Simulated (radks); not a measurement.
Valence configurations of Ge+ (all share [Ar]). Method: non-relativistic Kohn-Sham, PBE, spin-unpolarised, spherical densities, point nucleus; computed with a radial shooting solver on a logarithmic mesh with Libxc functionals. Energies are relative to 3d10 4s2 4p1; eigenvalues in eV.

| valence | E (eV) | e(3d) | e(4p) | e(4s) |
|---|---|---|---|---|
| 3d10 4s2 4p1 | 0.000 | -39.141 | -11.266 | -19.475 |
| 3d9.5 4s2 4p1.5 | 14.986 | -44.345 | -12.247 | -20.906 |
| 3d9 4s2 4p2 | 32.125 | -49.684 | -13.199 | -22.292 |
| 3d8 4s2 4p3 | 73.176 | -60.752 | -15.039 | -24.951 |
| 3d10 4s1 4p2 | 8.298 | -40.780 | -12.005 | -20.388 |
| 3d10 4s1.5 4p1.5 | 4.127 | -39.972 | -11.642 | -19.941 |
| 3d8 4s1 4p4 | 83.151 | -62.123 | -15.629 | -25.666 |
| 3d9.5 4s1.5 4p2 | 19.336 | -45.135 | -12.600 | -21.340 |
| 3d9.5 4s1 4p2.5 | 23.726 | -45.906 | -12.940 | -21.757 |

NIST lists [Ar] 3d10 4s2 4p1 as the ground configuration; this level of theory agrees among the configurations tried. The energies are those of spherical spin-averaged densities, not of single terms.
